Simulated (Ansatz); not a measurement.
Born–Oppenheimer molecular dynamics of BF2H6NO2 (12 atoms, charge 0, multiplicity 1). It starts from a rough guess of a transition structure, not a stationary point.

The calculation used UKS B3LYP/6-31G (Ansatz).

| Quantity | Value |
| --- | --- |
| ensemble | NVE (velocity Verlet) |
| time step | 0.5 fs |
| steps asked | 150 |
| starting velocities drawn for | 100 K |
| seed | 306911 |

First frame:

```xyz
12
Properties=species:S:1:pos:R:3
B -1.024 -0.729 0.049
N 0.559 -0.811 -0.802
F -1.969 -0.305 -0.793
F -1.258 -1.856 0.711
H 0.204 1.209 0.662
O -0.756 0.558 1.196
H 1.071 0.406 -0.575
O 1.234 1.541 -0.012
H 1.115 -1.543 -0.384
H 0.396 -1.004 -1.779
H -1.545 1.096 1.138
H 1.973 1.440 0.590
```

How far do the bonds stretch over the last three quarters of this one trajectory? (Pairs bonded in most of those frames.)


| bond | mean (Å) | spread (Å) | shortest | longest |
| --- | --- | --- | --- | --- |
| B1–N2 | 1.690 | 0.121 | 1.54 | 1.86 |
| B1–F3 | 1.418 | 0.050 | 1.34 | 1.50 |
| B1–F4 | 1.425 | 0.075 | 1.32 | 1.54 |
| B1–O6 | 1.451 | 0.059 | 1.34 | 1.55 |
| N2–H7 | 1.084 | 0.096 | 0.91 | 1.22 |
| N2–H9 | 1.024 | 0.028 | 0.97 | 1.08 |
| N2–H10 | 1.026 | 0.027 | 0.98 | 1.07 |
| H5–O8 | 1.004 | 0.042 | 0.93 | 1.09 |
| O6–H11 | 0.977 | 0.019 | 0.94 | 1.01 |
| O8–H12 | 0.980 | 0.020 | 0.95 | 1.02 |

Mean temperature of the second half: 640 K. The conserved energy stayed within 0.68 meV per atom of its start (net change -0.11 meV per atom), so the integration is sound. The system heated up, since it started high on the potential surface and ran downhill. A run of 0.075 ps of so small a system gives no equilibrium averages. The orbitals stay closed-shell, which can raise the energy where a bond breaks towards radicals; this wasn't checked here. Limits of this set-up: no polarisation functions.

Run time: 8.1 min on 1 thread of Intel(R) Xeon(R) 6975P-C (Granite Rapids), with other jobs on the host, peak memory 0.21 GiB.
